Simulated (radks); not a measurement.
Question: The indium ion In2+, [Kr] 4d10 5s1. Method: non-relativistic Kohn-Sham, exchange-only LDA, spin-polarised, spherical densities, point nucleus; computed with a radial shooting solver on a logarithmic mesh with Libxc functionals. Every spin shell is full or empty, so the densities are truly spherical. Functionals are evaluated on that one density, not self-consistently. Rank these orbital-free kinetic functionals by their error against the exact value of the orbitals, and give that value: Thomas-Fermi, TF + vW, TF + vW/9, TF + vW/5, LC94, Perdew 92, Thakkar, DePristo-Kress, Ernzerhof.

Answer: Exact: 5731.84 hartree. From best to worst, with 100 (|E| - |E exact|)/|E exact| (equal figures are ties): LC94 +0.07, DePristo-Kress -0.09, Ernzerhof -0.40, Thakkar -0.56, Perdew 92 -0.67, TF + vW/9 -0.68, TF + vW/5 +3.04, Thomas-Fermi -5.32, TF + vW +36.48.
